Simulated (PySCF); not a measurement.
Calculation: PBE-D3(BJ)/def2-TZVP // B3LYP-D3(BJ)/def2-TZVP run with PySCF 2.14.0. Gas-phase values, no solvent. One relaxed conformer stands for a flexible species; it need not be the lowest. Excitations are Tamm–Dancoff values on a coarser integration grid. The basis has no diffuse functions, so Rydberg states are missing or too high.

Reference species (SMILES): `[NH2][Ga]([SH])[NH2]` (neutral, multiplicity 1).

```json
{
 "LUMO": "-1.03 eV",
 "T1 excitation (TDA)": "4.41 eV",
 "S1 oscillator strength": "0.006"
}
```

Changed species: `[NH2][Ga]([NH2])[NH2]` (0 of 3 NH2 replaced by SH; the reference has 1 of 3 NH2 replaced by SH).

**Question.** Predict the effect on the LUMO, T1 excitation (TDA) and S1 oscillator strength.

**Answer.** the LUMO rises by 0.32 eV, to -0.71 eV; the T1 excitation (TDA) goes up by 0.03 eV, to 4.44 eV; the S1 oscillator strength is nearly the same.
